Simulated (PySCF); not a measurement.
## Relaxation of triplet Ca2Se

Method: UPBE0 in PySCF with Se def2-TZVP, Ca def2-TZVP; no relativity; density-fitted integrals. A (50,194) grid was used.

A start displaced from a saddle point along its imaginary mode, of C2v symmetry, held to at least that symmetry:

```xyz
3
charge 0 multiplicity 3, angstrom
Se   -0.2500   -0.0005    0.0000
Ca    0.2500    0.0005    2.6154
Ca    0.2500    0.0005   -2.6154
```

(1) What forces act on the atoms at the start (eV/Å)?

(2) What does it relax to?

(3) How much energy is released, and in how many steps?

## Answers

(1) 
```
atom     Fx    Fy     Fz
 Se1   0.09  0.00   0.00
 Ca2  -0.05  0.00  -0.35
 Ca3  -0.05  0.00   0.35
```

(2) It ends at C2v with Se–Ca 2.631 Å (×2); Ca–Se–Ca 120.2° (after a last refinement on a finer grid). A frequency run shows a minimum. Other isomers or separated fragments may lie lower.

(3) 4.5 kJ/mol in 18 steps.

The relaxation took of the order of 6 core-minutes on a shared host.
